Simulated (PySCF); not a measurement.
Two species compared at the same levels of theory.

First species: C4H7ClSSi.
Geometry (GFN2-xTB, Å), atoms numbered from 1 in this order:
```
atom  x, y, z in Å
C1    -2.2668    0.6998   -0.3058
S2    -1.9919   -0.7816   -1.3142
C3    -0.8414   -1.6866   -0.1978
C4     0.3732   -0.9441   -0.0028
C5     1.3514   -0.2489    0.1241
Si6    2.8512    0.7996    0.3495
Cl7    2.3528    2.3233    1.5892
H8    -1.3077    1.1468   -0.0590
H9    -2.8137    0.4348    0.5955
H10   -2.8547    1.3835   -0.9090
H11   -0.6450   -2.6365   -0.6960
H12   -1.3563   -1.8627    0.7492
H13    3.9026    0.0092    0.9828
H14    3.2456    1.3630   -0.9380
```

Second species: C₄H₇ClSSi.
SMILES: `C=C(Cl)[C@@H]1CS[SiH2]1`

Levels: CAM-B3LYP/def2-SVPD for dipole moment, HOMO energy, LUMO energy, HOMO–LUMO gap, static isotropic polarisability and electronic spatial extent ⟨r²⟩ about the centre of nuclear charge; TDDFT CAM-B3LYP/def2-SVPD for lowest singlet excitation; TDA CAM-B3LYP/def2-SVPD for lowest triplet excitation (Tamm–Dancoff); GFN2-xTB for rotational constant A and rotational constant C. Geometries: GFN2-xTB. Each structure is a single optimised conformer of the isolated species, non-relativistic unless stated. Electronic properties by PySCF.

Dipoles, sizes and rotational constants follow the conformer. The torsions of the flexible species, by atom-mapped SMILES:
- `[CH3:1][S:2][CH2:3][C:4]#[C:5][SiH2:6][Cl:7]`: C1–S2–C3–C4 -62°
- `[CH2:1]=[C:2]([Cl:3])[C@@H:4]1[CH2:5][S:6][SiH2:7]1`: C1–C2–C4–C5 -128°

```
                                                         property    column X    column Y
                                                    dipole moment      2.38 D      0.98 D
                                                      HOMO energy    -8.15 eV    -8.02 eV
                                                      LUMO energy     0.28 eV     0.33 eV
                                                    HOMO–LUMO gap     8.43 eV     8.35 eV
                                        lowest singlet excitation     5.15 eV     5.12 eV
                         lowest triplet excitation (Tamm–Dancoff)     4.10 eV     4.56 eV
                                  static isotropic polarisability    104.3 au    108.0 au
electronic spatial extent ⟨r²⟩ about the centre of nuclear charge  1349 bohr²  2166 bohr²
                                            rotational constant A   2.631 GHz   2.977 GHz
                                            rotational constant C   0.933 GHz   0.485 GHz
```

Problem. Which column belongs to which species?

Solution. Column X is the second species and column Y the first. The first has 14 atoms and 78 electrons, the second 14 and 78.

Problem. How does each property change from the first species to the second?

Solution. dipole moment +1.40 D; HOMO energy -0.13 eV; LUMO energy -0.05 eV; HOMO–LUMO gap +0.08 eV; lowest singlet excitation +0.03 eV; lowest triplet excitation (Tamm–Dancoff) -0.46 eV; static isotropic polarisability -3.7 au; electronic spatial extent ⟨r²⟩ about the centre of nuclear charge -817 bohr²; rotational constant A -0.346 GHz; rotational constant C +0.448 GHz.

On the first: The principal polarisabilities are 85.1, 101.0 and 137.8 au; their mean is the isotropic value. A dipole of 0.98 D is allowed in C1, and pure rotational transitions are dipole-allowed.

On the second: S1 lies 3.28 eV below the HOMO–LUMO gap; its leading configuration is HOMO→LUMO, weight 0.73. No computed singlet falls in the visible range (750 to 380 nm, 1.65 to 3.26 eV); S1 lies 1.89 eV above its blue end.
